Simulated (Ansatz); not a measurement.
Input for Ansatz (development build ahead of 0.2.0):

```yaml
crystal:
  periodic: [false, false, false]
  atoms:
    - { symbol: Cr, position_ang: [0.0, 0.0, 0.0] }
    - { symbol: B, position_ang: [0.0, 0.0, 2.0516] }
basis:
  gaussian: { orbitals: pcseg-2 }
magnetization:
  initial_magnetization: 3
hamiltonian:
  xc: pbe0
```

The input is written out in the form of the current development build from the run's settings.

The run gave:

```json
{
  "Converged": "yes",
  "Total energy": "-1068.83411 hartree",
  "Spin squared of the determinant": "3.750",
  "Stability test": "minimum among restricted orbitals"
}
```

Caution: no unrestricted run beside it, a lower state can exist; other spin multiplicities were not run.
